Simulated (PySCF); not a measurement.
CF2, SMILES F[C]F (connectivity only; charge and spin as stated), neutral, multiplicity 1.

The structure is a stationary point at B3LYP-D3(BJ)/def2-TZVP. The isomer is the one that the SMILES or the coordinates give; other isomers of the formula were not compared.

Two levels are set side by side: TDA-PBE/def2-TZVPD (PySCF) and TDA-CAM-B3LYP/def2-TZVPD (PySCF). Vertical, same geometry. The lowest singlet is HOMO→LUMO 97 % with PBE and HOMO→LUMO 98 % with the other functional; states are paired by order. Differences are taken from unrounded values.

```
quantity                               TDA-CAM-B3LYP
-------------------------------------  -------------
lowest singlet excitation (eV)                  5.10
lowest triplet excitation (TDA) (eV)            2.47
first bright state (f over 0.05) (eV)           5.10
its oscillator strength                         0.05
```

**Question.** What does TDA-PBE give, and how far is it from TDA-CAM-B3LYP? (The exact figures need the calculation; the answer reports its results.)

**Answer.** 
```
quantity                               TDA-PBE  TDA-PBE minus TDA-CAM-B3LYP
-------------------------------------  -------  ---------------------------
lowest singlet excitation (eV)            5.06                        -0.03
lowest triplet excitation (TDA) (eV)      2.51                         0.04
first bright state (f over 0.05) (eV)     5.06                        -0.03
its oscillator strength                   0.05                         0.00
```

Rough cost on one machine, each run with all the roots and properties that it gave: TDA-CAM-B3LYP against TDA-PBE about 3 times.
